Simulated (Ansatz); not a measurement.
CH₈AlNOSi, SMILES `NCO[SiH2][AlH2]`, charge 0, multiplicity 1.

Task: Give a relaxed structure at PBE0-D4/def2-TZVP (the Gaussian-basis code of Ansatz). (Estimate.)

Result: Ansatz gave: 
Cartesian coordinates in Å:
```
N -2.012 -0.057 1.654
C -1.046 0.463 0.757
O 0.259 -0.059 0.987
Si 1.514 0.190 -0.066
Al 1.079 -0.666 -2.343
H -2.084 -1.063 1.570
H -1.774 0.163 2.613
H -1.357 0.226 -0.269
H -1.016 1.553 0.864
H 2.684 -0.495 0.551
H 1.856 1.649 -0.127
H 2.223 -0.605 -3.447
H -0.326 -1.299 -2.745
```
This is one stationary point; other conformers may exist.
